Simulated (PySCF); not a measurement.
Computed IR spectrum (relative IR intensity) of a molecule C3H6BFO. Coordinates come from a B3LYP-D3(BJ)/def2-SVP optimisation. The values are those of a single conformer. These are B3LYP-D3(BJ)/def2-SVP run with PySCF 2.14.0 values and carry that method's errors. No scaling factor is applied to the harmonic values.

Lines under 2 % of the strongest are left out, and lines within 2 cm⁻¹ are merged.

ν (cm⁻¹): 520 (vw), 655 (w), 670 (w), 851 (w), 934 (w), 1033 (m), 1055 (w), 1182 (w), 1357 (vs), 1412 (vw), 1475 (s), 1706 (w), 3022 (vw), 3125 (vw), 3226 (vw), 3774 (m) (against the strongest line: vs over 80 %, s over 45 %, m over 15 %, w over 4 %, vw less)

Q: Identify the compound among the candidates.
A. C=CB(F)CO
B. C=CCB(O)F
C. CB(F)CC=O
D. C[C@H]1OCB1F

A: B, C=CCB(O)F
